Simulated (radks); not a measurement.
The rubidium ion Rb3+, configuration [Ar] 3d10 4s2 4p3 6d1 (not the ground configuration).

Calculated with a radial shooting solver on a logarithmic mesh with Libxc functionals: scalar-relativistic Kohn-Sham, PBE, spin-unpolarised, spherical densities, finite nucleus; Fermi nuclear charge, rms radius 4.2036 fm.

Energy parts (eV):
| part | energy |
|---|---|
| total | -81006.019 |
| kinetic | 82966.896 |
| electron-nucleus | -193668.095 |
| Hartree | 32393.709 |
| exchange-correlation | -2698.528 |

Orbitals (lengths in bohr, moments of r in powers of bohr):
\begin{tabular}{lrrr}
orbital & occ. & eigenvalue (eV) & <r^4> \\ \hline
1s & 2 & -15083.08 & 0.00001234 \\
2s & 2 & -2056.906 & 0.002399 \\
2p & 6 & -1829.058 & 0.001731 \\
3s & 2 & -345.9572 & 0.1404 \\
3p & 6 & -272.8147 & 0.1638 \\
3d & 10 & -151.8171 & 0.2289 \\
4s & 2 & -74.2027 & 6.544 \\
4p & 3 & -56.2832 & 10.55 \\
6d & 1 & -8.6212 & 6372 \\
\end{tabular}

The highest occupied level is 6d at -8.621 eV. The electron density at the nucleus is 5.582e+04 e/bohr^3 (large components only).
